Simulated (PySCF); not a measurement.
C3H9Ga, SMILES [CH3][Ga]([CH3])[CH3]. Heavy atoms are numbered as in [Ga:1]([CH3:2])([CH3:6])[CH3:10]. Hydrogens are named by the atom that carries them.

Geometry: ωB97X-D3(BJ)/def2-SVP. The isomer is the one that the SMILES or the coordinates give; other isomers of the formula were not compared.

The numbers are results of PBE/def2-TZVP run with PySCF, not measurements.

Atomic charges (e), one atom of each kind:

```csv
atom,Mulliken,meta-Löwdin
Ga1,0.37,(withheld)
C2 (CH3),-0.52,(withheld)
H on C2,0.13,(withheld)
```

Problem. What belongs in the gaps? (The exact figures need the calculation; the answer reports its results.)

Solution. 
- Ga1, meta-Löwdin: 0.62
- C2 (CH3), meta-Löwdin: -0.58
- H on C2, meta-Löwdin: 0.13
